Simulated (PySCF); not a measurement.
## Electron correlation in F²⁺ (fluorine, charge +2)

[He] 2s2 2p3, high-spin 4S determinant. All numbers are calculated (PySCF 2.14, the non-relativistic Hamiltonian (point nucleus), in aug-cc-pwCVTZ). Frozen: 1s2; 5 electrons correlated.

```
  level  correlation energy (mhartree)
   CCSD                        -118.86
    (T)                          -1.31
CCSD(T)                        -120.17
```

Diagnostics: T1 = 0.0029, D1 = 0.0073, largest double amplitude 0.028.

Cost of the coupled-cluster step: of the order of 2.9 core-seconds, for 5 correlated electrons.
